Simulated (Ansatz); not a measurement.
Relaxation of AlH7O3Si (12 atoms, charge 0, multiplicity 1), to a largest force component of 0.03 eV/Å in at most 50 steps.

Level of theory: RKS PBE-D4/def2-SVP in Ansatz.

```xyz
12
Properties=species:S:1:pos:R:3
Al -0.419 -0.920 0.909
H 0.795 -1.897 -1.437
O 0.659 -1.536 2.071
O -1.884 -1.784 0.821
H 0.650 -1.228 -1.255
O -0.102 0.564 -0.073
Si 0.273 2.029 -0.750
H 1.492 -1.151 2.373
H -2.648 -1.566 0.272
H 1.537 2.604 -0.158
H -0.840 3.025 -0.539
H 0.486 1.861 -2.234
```

Where does it end, and by what steps?

The forces met the threshold. The force dipped under the threshold on the way, but the program's further checks kept it going. After 22 steps the energy has fallen by 0.260 eV; H2 moved furthest, 0.90 Å.

```
step  energy less start (eV)  largest force component (eV/Å)  accepted
   0                  0.0000                           2.510       yes
   1                 -0.1401                           1.212       yes
   2                 -0.1794                           0.825       yes
   3                 -0.2080                           0.350       yes
   4                 -0.2275                           0.129       yes
   5                 -0.2306                           0.301       yes
   6                 -0.2374                           0.203       yes
   7                 -0.2399                           0.063       yes
   8                 -0.2411                           0.034       yes
   9                 -0.2414                           0.021       yes
  10                 -0.2416                           0.051       yes
  11                 -0.2418                           0.117       yes
  12                 -0.2422                           0.152       yes
  13                 -0.2457                           0.159       yes
  14                 -0.2065                           1.043        no
  15                 -0.2510                           0.081       yes
  16                 -0.2559                           0.060       yes
  17                 -0.2570                           0.102       yes
  18                 -0.2594                           0.022       yes
  19                 -0.2583                           0.240        no
  20                 -0.2601                           0.011       yes
  21                 -0.2599                           0.142        no
  22                 -0.2603                           0.029       yes
```

```xyz
12
Properties=species:S:1:pos:R:3
Al -0.292 -0.864 0.734
H 0.067 -2.223 -1.019
O 0.847 -1.447 1.869
O -1.716 -1.808 0.572
H 0.777 -1.915 -1.084
O -0.131 0.661 -0.027
Si 0.236 2.148 -0.653
H 1.611 -0.920 2.145
H -2.461 -1.503 0.031
H 1.435 2.743 0.041
H -0.925 3.093 -0.487
H 0.552 2.034 -2.123
```

Whether the end is a true minimum wasn't checked by a vibrational analysis.

Run time: 40 s on 2 threads of Intel(R) Xeon(R) 6975P-C (Granite Rapids) (shared host), peak memory 0.18 GiB.
